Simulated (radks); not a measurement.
Results of a calculation; reference values are marked as such.
The sulfur anion S-, [Ne] 3s2 3p5, held by a Watson sphere: a shell of charge +1 at radius R that stands for the Madelung well of a crystal (potential energy -1/R inside, -1/r outside, in hartree with lengths in bohr). Code: a radial shooting solver on a logarithmic mesh with Libxc functionals. Model: non-relativistic Kohn-Sham, PBEsol, spin-polarised, spherical densities, point nucleus; open shells are filled with parallel spins first. Response by self-consistent Sternheimer equations with the Hartree and adiabatic LDA kernel. The sphere does not respond.

| R (bohr) | e(3s down) (eV) | e(3p up) (eV) | e(3p down) (eV) | <r> 3p (bohr) | sum of <r^2> (bohr^2) | X-ray form factor at sin(theta)/lambda = 0.3 1/angstrom | alpha (bohr^3) |
|---|---|---|---|---|---|---|---|
| 1.99 | -17.278 | -8.090 | -7.334 | 2.082 | 34.36 | 9.020 | 22.22 |
| 2.3 | -16.754 | -7.718 | -6.981 | 2.130 | 35.76 | 8.998 | 24.67 |
| 2.58 | -16.302 | -7.355 | -6.633 | 2.170 | 36.94 | 8.992 | 27.15 |
| 2.68 | -16.146 | -7.224 | -6.506 | 2.184 | 37.33 | 8.991 | 28.09 |
| 2.8 | -15.964 | -7.065 | -6.352 | 2.199 | 37.78 | 8.991 | 29.25 |
| 3.17 | -15.435 | -6.584 | -5.883 | 2.241 | 39.05 | 8.994 | 32.99 |
| 3.67 | -14.798 | -5.973 | -5.283 | 2.287 | 40.47 | 9.000 | 38.25 |
| 4.5 | -13.913 | -5.096 | -4.415 | 2.343 | 42.21 | 9.005 | 47.00 |
